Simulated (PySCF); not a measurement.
CI: energy against distance

Set-up: C def2-SVPD, I def2-SVPD with ECP28; scalar-relativistic core potentials (PySCF 2.14). Energies in eV from C + I in their ground configurations at the same level. State: ²Π (doublet), unpaired electrons π ↑.

All columns are PBE0. A positive dipole means C(−)I(+).

| R (Å) | E (eV) | μ (D) | Mulliken charge on C (basis-dependent) | HOMO (eV) | LUMO (eV) | Mayer bond order | ⟨S²⟩ |
| --- | --- | --- | --- | --- | --- | --- | --- |
| 1.756 | -1.994 | 2.91 | -0.37 | -5.71 | -3.12 | 1.78 | 0.76 |
| 1.838 | -2.579 | 2.61 | -0.34 | -5.95 | -3.30 | 1.72 | 0.76 |
| 1.919 | -2.892 | 2.27 | -0.30 | -6.19 | -3.48 | 1.67 | 0.76 |
| 1.981 | -3.000 | 2.01 | -0.27 | -6.36 | -3.62 | 1.64 | 0.76 |
| 2.042 | -3.026 | 1.74 | -0.24 | -6.53 | -3.76 | 1.61 | 0.76 |
| 2.103 | -2.992 | 1.47 | -0.21 | -6.70 | -3.90 | 1.57 | 0.76 |
| 2.185 | -2.876 | 1.12 | -0.17 | -6.90 | -4.08 | 1.53 | 0.76 |
| 2.287 | -2.657 | 0.68 | -0.12 | -7.13 | -4.31 | 1.48 | 0.76 |
| 2.410 | -2.330 | 0.18 | -0.06 | -7.34 | -4.57 | 1.42 | 0.77 |
| 2.573 | -1.852 | -0.43 | 0.02 | -7.50 | -4.89 | 1.33 | 0.79 |

A fit through these points gives, at Re = 2.035 Å, μ = 1.77 D and dμ/dR = -4.38 D/Å; the reduced mass is 10.96 u.

Q: How strong is the fundamental in the double-harmonic approximation, I = 42.26·(dμ/dR)²/μred km/mol?

A: I = 42.26·(-4.38)²/10.96 = 74.0 km/mol at PBE0.

Spin–orbit coupling is left out, which matters for elements this heavy, above all for dissociation energies. The state was picked by a PBE0 search and need not be the measured ground state.
